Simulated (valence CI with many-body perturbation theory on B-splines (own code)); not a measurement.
Values are calculated unless marked as measured or tabulated.
**Sensitivity of CI+MBPT for Cs49+**

Method: relativistic CI+MBPT: four valence electrons over a frozen Dirac-Fock core [He], radial functions for each j: 6 s, 6 p, 5 d, 3 f, 1 g, with the one-electron correlation potential Σ1 (screened to all orders), the two-electron term Σ2, the three-electron term Σ3, Breit, model QED; selected single and double excitations, second order for the rest, scaled by the run's own slope (own B-spline code, finite nucleus).

The last digits are not significant, and no measured levels were compared; by estimate large intervals hold to a few tenths of a per cent, small ones and those within an open d or f shell to about a per cent.

The reference run has the lowest level (2s^2 2p1/2^2) J=0 and an ionisation energy of 9351.54 eV. Its largest variational space holds 9994 state functions.

Levels are named by their leading jj configuration (3d3/2^4 stands for four electrons in 3d with j = 3/2), which in mixed levels can hold well under half, so a name can repeat and another be missing. Letters in brackets count levels of one name in rising energy.

Changed runs:
A. orbitals per symmetry with explicit Σ2 and valence Breit (the others get mean screening factors) 5 → 4; Breit term on → off
B. factor on the speed of light 1 → 10; QED terms on → off
C. Breit term on → off
D. scale of Σ1 1 → -1 (bad on purpose)

Excitation energies of the reference run in cm⁻¹, and shifts in cm⁻¹:

| Level | Reference | A | B | C | D |
| --- | --- | --- | --- | --- | --- |
| (2s^2 2p1/2 2p3/2) J=1 | 2917430 | +52653 | -2906903 | +52652 | -1625 |
| (2s^2 2p1/2 2p3/2) J=2 | 3045700 | +78835 |  | +78835 | -1633 |
| (2s 2p1/2^2 2p3/2) J=2 | 4457370 | +18565 |  | +18568 | +2487 |
| (2s 2p1/2^2 2p3/2) J=1 | 4958090 | +8658 | -3546001 | +8663 | +2491 |
| (2s^2 2p3/2^2) J=2 | 6067300 | +117009 |  | +117007 | -3197 |
| (2s^2 2p3/2^2) J=0 | 6402390 | +89328 | -5881508 | +89326 | -3207 |
| (2s 2p1/2 2p3/2^2) J=2 [a] | 7239210 | +61716 | -5827400 | +61718 | +908 |
| (2s 2p1/2 2p3/2^2) J=3 | 7526280 | +100730 | -6113741 | +100733 | +895 |
| (2s 2p1/2 2p3/2^2) J=0 | 7834530 | +42655 | -6179389 | +42657 | +866 |
| (2s 2p1/2 2p3/2^2) J=1 [a] | 7957600 | +58672 | -6302277 | +58675 | +887 |
| (2s 2p1/2 2p3/2^2) J=2 [b] | 8040300 | +84273 |  | +84277 | +888 |
| (2s 2p1/2 2p3/2^2) J=1 [b] | 8067580 | +55928 | -5992931 | +55931 | +889 |
| Ionisation energy (eV) | 9351.54 | +14.22 | -415.71 | +14.22 | -0.84 |

A blank means that the level has no clear partner in that run.
